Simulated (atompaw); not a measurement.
What one change does to a pseudopotential (antimony (Sb), PAW (atompaw))

antimony, PAW, made with atompaw 4.2.0.5 (PBEsol, scalar-relativistic). Core [Kr] 4d10, reference 5s2 5p3. Waves: 5s (bound): rc 1.95 bohr; 5s channel at 2.25 Ry: rc 2.75 bohr; 5p (bound): rc 2.45 bohr; 5p channel at 3.75 Ry: rc 2.45 bohr; 5d channel at 0.05 Ry: rc 2.75 bohr; 5d channel at 0.65 Ry: rc 2.75 bohr. Local part: bessel scheme, radius 2.50 bohr. Core correction: smooth core density matched at 2.55 bohr. Augmentation charge: sinc compensation charge, radius 2.20 bohr; PAW radius 2.75 bohr; waves and projectors: custom polynom vanderbiltortho.

All-electron outer shells of the reference configuration (PBEsol, scalar-relativistic, ld1.x):

| shell | level (eV) | outermost node (bohr) | outermost maximum (bohr) |
| --- | --- | --- | --- |
| 4p | -101.63 | 0.39 | 0.76 |
| 4d | -33.45 | 0.38 | 0.84 |
| 5s | -12.88 | 0.95 | 1.90 |
| 5p | -4.84 | 1.04 | 2.35 |

Change: all radii scaled by about 1.30 (s 2.54, p 3.18, d 3.58 bohr); local potential bessel scheme, radius 3.26 bohr; augmentation sinc compensation charge, radius 2.86 bohr; PAW radius 3.58 bohr; waves and projectors: custom polynom vanderbiltortho; core correction smooth core density matched at 3.32 bohr.

Cutoffs: the cutoffs (Ry, on a coarse ladder) from which the occupation-weighted sum of valence levels, in a spherical-Bessel basis at the reference potential, stays within 10 and 1 mRy of its value at 400 Ry; they do not see the model core or the augmentation charge, which bear on the density cutoff.

What does the change do?

The potential gets softer (12 Ry and 21 Ry → 6 Ry and 8 Ry); neither file shows a bound ghost. A larger radius leaves more room for a smooth pseudo-wave, so fewer plane waves are needed.

```tsv
quantity	base	changed
cutoff, loose	12 Ry	6 Ry
cutoff, tight	21 Ry	8 Ry
loose cutoff by channel (10 mRy a level)	s 10 Ry, p 6 Ry	s 6 Ry, p 6 Ry
bound ghosts	none	none
lowest overlap eigenvalue by channel	s 0.01, p 0.48, d 0.87	s 0.61, p 0.90, d 1.00
```

 The cutoffs see the waves, projectors and local potential, not the compensation charge or the core.
